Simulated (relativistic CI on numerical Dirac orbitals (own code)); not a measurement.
Sensitivity of the levels of Kr XXII to α and to the nuclear radius

Calculated at this level of theory: Dirac-Coulomb-Breit CI, KLI orbitals optimised for each configuration, derivatives by finite differences, unscaled Slater integrals, QED left out (own radial code, finite nucleus).

Configurations in the expansion (outside the closed core [Ne]): 3s2 3p3, 3s 3p4, 3s2 3p2 3d, 3p5, 3s 3p3 3d, 3p4 3d, 3s2 3p 3d2, 3s2 3d3, 3s 3p 3d3, 3p3 3d2, 3p2 3d3. Double excitations out of closed p, d and f shells are left out; levels of such configurations are missing from the list, as are those of other unlisted configurations, and high levels can miss mixing partners.

With x = (α/α₀)² − 1 an excitation energy changes as ω = ω₀ + qx; K = 2q/ω₀ is the relative enhancement. Terms are leading LS components, so labels can repeat. The field-shift factor is F = δν/δ⟨r²⟩ for the transition from the lowest level.

Lowest level 3s2 3p3 4S°_3/2.

```tsv
Level	ω₀ (cm⁻¹)	q (cm⁻¹)	K	F (GHz/fm²)
3s2 3p3 2D°_3/2	79895	48000	1.2	-0.384
3s2 3p3 2D°_5/2	109552	67530	1.23	-0.449
3s2 3p3 2P°_1/2	156085	69160	0.886	-1.26
3s2 3p3 2P°_3/2	218845	156100	1.43	-2.13
3s 3p4 4P_5/2	535232	93960	0.351	-78.7
3s 3p4 4P_3/2	586084	138300	0.472	-76.4
3s 3p4 4P_1/2	600586	145600	0.485	-77.8
3s 3p4 2D_3/2	659988	118000	0.357	-61.5
3s 3p4 2D_5/2	685510	160000	0.467	-67.9
3s2 3p2 3d 4F_3/2	739612	67210	0.182	-23
3s2 3p2 3d 4F_3/2	750755	84510	0.225	-21.6
3s 3p4 2P_1/2	755898	126000	0.333	-51.6
3s2 3p2 3d 4F_5/2	767014	39270	0.102	-0.244
```

At this charge energies of transitions that change n are usually good to better than 1 %, and those within a shell (Δn = 0) to a few per cent.
